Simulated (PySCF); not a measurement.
Mayer bond orders and bond lengths

Compound: 2-(chloromethyl)-1,3-dioxolane, C4H7ClO2.
Atom-mapped SMILES: `[Cl:1][CH2:2][CH:3]1[O:4][CH2:5][CH2:6][O:7]1` (hydrogens: H8, H9 on C2; H10 on C3; H11, H12 on C5; H13, H14 on C6)

Geometry (GFN2-xTB, Å), atoms numbered from 1 in this order:
```
atom  x, y, z in Å
Cl1    1.4598    0.1197    1.7666
C2     1.8294    0.1454    0.0306
C3     0.5685    0.0425   -0.8488
O4    -0.1403   -1.1441   -0.6500
C5    -1.2179   -0.8683    0.2287
C6    -1.3366    0.6676    0.2273
O7    -0.3196    1.1033   -0.6587
H8     2.4802   -0.7037   -0.1741
H9     2.3375    1.0858   -0.1788
H10    0.9160    0.0663   -1.8946
H11   -1.0028   -1.2571    1.2295
H12   -2.1055   -1.3625   -0.1725
H13   -2.2922    1.0180   -0.1687
H14   -1.1772    1.0868    1.2262
```

Bond orders from the PBE0/pcSseg-1 density (PySCF). The structure is a single GFN2-xTB conformer in the gas phase; no vibrational or solvent corrections.

**Question.** How far do the computed orders between heavy atoms stray from the drawn ones?

**Answer.** The largest departure is 0.093, at O4–C5 (drawn single, 0.907) and C6–O7 (drawn single, 0.907).

**Question.** Set the Mayer orders of the bonds beside their lengths.

**Answer.** 
| bond | drawn as | length (Å) | Mayer order |
| --- | --- | --- | --- |
| Cl1–C2 | single | 1.775 | 0.955 |
| C2–C3 | single | 1.541 | 0.975 |
| C3–O4 | single | 1.396 | 0.977 |
| O4–C5 | single | 1.418 | 0.907 |
| C5–C6 | single | 1.540 | 1.033 |
| C6–O7 | single | 1.418 | 0.907 |
| O7–C3 | single | 1.396 | 0.977 |
| C2–H8 | single | 1.089 | 0.933 |
| C2–H9 | single | 1.089 | 0.933 |
| C3–H10 | single | 1.102 | 0.933 |
| C5–H11 | single | 1.095 | 0.944 |
| C5–H12 | single | 1.092 | 0.955 |
| C6–H13 | single | 1.092 | 0.955 |
| C6–H14 | single | 1.095 | 0.944 |

By pair of heavy elements: C–C: lowest C2–C3 (0.975, 1.541 Å), highest C5–C6 (1.033, 1.540 Å). C–O: lowest O4–C5 and C6–O7 (0.907, 1.418 Å), highest C3–O4 and O7–C3 (0.977, 1.396 Å). Bonds named together lie within 0.004.

**Question.** Sum the orders of all bonds at each heavy atom with more than one neighbour and set the sums beside the valence in the SMILES.

**Answer.** C2 3.796 (drawn 4), C3 3.862 (drawn 4), O4 1.884 (drawn 2), C5 3.839 (drawn 4), C6 3.839 (drawn 4), O7 1.884 (drawn 2). Orders between atoms that aren't bonded are not in these sums.

The Mayer order sums products of elements of PS (density times overlap matrix) between the two atoms' basis functions, so it depends on the basis set.
